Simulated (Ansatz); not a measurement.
Ansatz results at the PBE0-D4/def2-TZVP geometry: LUMO energy (PBE/def2-TZVPP) -1.77 eV; LUMO energy (ωB97M-V/def2-TZVPP) 1.25 eV; size of the dipole moment (ωB97M-V/def2-TZVPP) 2.06 D.

Each molecule was computed in one conformer, which needn't be the lowest.

Which molecule gave them?
A. `N[SiH2]S[SiH](N)Cl`
B. `O[SiH2]N[Si](O)(O)O`
C. `C=C[Si](N)(O)[SiH3]`
D. `C=C[SiH2]N[SiH2]O`

D. The others give `C=C[Si](N)(O)[SiH3]`: -1.62, 1.30, 2.74; `N[SiH2]S[SiH](N)Cl`: -0.82, 1.65, 2.21; `O[SiH2]N[Si](O)(O)O`: -0.62, 1.68, 2.55.
